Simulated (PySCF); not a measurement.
Isomers of C2H4Si. Gas-phase values, no solvent. One relaxed conformer stands for each flexible species; it need not be the lowest. Strings in code marks are SMILES.

All values below come from B3LYP-D3(BJ)/def2-TZVP (PySCF). All candidates: neutral, multiplicity 1. B3LYP has the VWN-RPA correlation part, as in Gaussian. 

```yaml
LUMO: -2.63 eV
HOMO: -6.34 eV
dipole_moment: 0.38 D
```

Identify which member has these values.
(A) `C#C[SiH3]`
(B) `C1C[Si]1`
(C) `C1=C[SiH2]1`
(D) `C=C=[SiH2]`

B, `C1C[Si]1`. The others give `C=C=[SiH2]`: -1.26 eV, -6.06 eV, 0.16 D; `C1=C[SiH2]1`: -0.46 eV, -7.26 eV, 0.37 D; `C#C[SiH3]`: -0.29 eV, -8.08 eV, 0.39 D
